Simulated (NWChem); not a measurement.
**Basis-set convergence for HCl$_{3}$Si**

```xyz
5

Si     0.0326     0.5091     0.0000
Cl    -0.9808    -0.1168     1.6823
Cl    -0.9808    -0.1168    -1.6823
Cl     1.9271    -0.3031     0.0000
H      0.1279     1.9960     0.0000
```
Charge 0, spin multiplicity 1.

Program: NWChem. Structure: optimised with PBE/def2-SVP, a minimum by its harmonic frequencies.

Quantity: vertical ionisation energy at the level ΔHF (Δ: difference of total energies, the cation a doublet at the parent's geometry with its hole in an orbital of symmetry a' (Cs labels); it is the state that the SCF runs reached, from PBE0 orbitals for Hartree-Fock references, and need not be the lowest).

The Pople sets run with spherical d functions. The structure started from a generated list of species. The stability of the SCF solutions was not checked. Open-shell Hartree-Fock references start from PBE0 orbitals; any time given for them includes that run.

Costs are rough ratios of processor time within this set of runs, SCF included, with 3-21G as 1.

```
basis       functions  vertical ionisation energy (eV)  relative cost
----------  ---------  -------------------------------  -------------
3-21G              54                                ?              1
cc-pVDZ            77                            12.22              4
6-31+G*            90                            11.59        under 3
def2-SVPD         113                                ?              5
pcseg-2           150                            11.49             10
cc-pVTZ           150                                ?             20
def2-TZVPP        182                            12.13             20
```

**Question.** Fill in the missing entries.

**Answer.** 
- 3-21G, vertical ionisation energy (eV): 12.72
- def2-SVPD, vertical ionisation energy (eV): 12.25
- cc-pVTZ, vertical ionisation energy (eV): 11.39
